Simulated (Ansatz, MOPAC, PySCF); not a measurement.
Molecule: CsBr, net charge 0, singlet state. SMILES: [Br][Cs]
Coordinates optimised at B3LYP-D3(BJ)/def2-TZVP (Ansatz, a program for electronic structure):
```xyz
2

Cs     0.0000     0.0000    -1.2201
Br     0.0000     0.0000     1.9173
```

Property: vertical ionisation energy to the doublet, in eV. Terms: STO-3G and 3-21G all-electron and non-relativistic; each state is the SCF solution reached for its charge and spin; PM7 with its own dispersion and hydrogen-bond terms; def2 sets with scalar-relativistic core potentials past Kr; frozen cores in correlated levels (noble-gas shells and the d and f shells of earlier blocks; the outer core of K, Ca and congeners matters and is frozen too); LANL2DZ with its own core potentials from Na on; spin-orbit terms left out; open shells spin-unrestricted. First-principles rows: single points at B3LYP-D3(BJ) geometries (Ansatz). Semi-empirical rows: differences of heats of formation at the shared geometry for vertical values.

| level | program | vertical ionisation energy to the doublet (eV) |
|---|---|---|
| AM1 | MOPAC | 6.68 |
| PM3 | MOPAC | 7.56 |
| PM6 | MOPAC | 7.97 |
| PM7 | MOPAC | 8.10 |
| MNDO | MOPAC | 7.28 |
| HF/LANL2DZ | Ansatz | 6.54 |
| PBE/LANL2DZ | Ansatz | 7.60 |
| B3LYP/3-21G | Ansatz | 7.04 |
| B3LYP/LANL2DZ | Ansatz | 7.57 |
| M06-2X/LANL2DZ | PySCF | 7.73 |
| MP2/LANL2DZ | Ansatz | 6.78 |
| PBE/def2-TZVPD | Ansatz | 8.12 |
| B3LYP/def2-TZVPD | Ansatz | 8.13 |
| wB97M-V/def2-TZVPD | Ansatz | 8.00 |

No value to compare with is used here. The 11 habitual levels span 6.54 (HF/LANL2DZ) to 8.10 eV (PM7); wB97M-V/def2-TZVPD gives 8.00.

The levels are drawn from those run, B3LYP/6-31G* more often than the rest, none by its result; left out are runs that failed, that the program found above a lower state of the same kind, or whose <S^2> lies over 0.5 above the pure value.
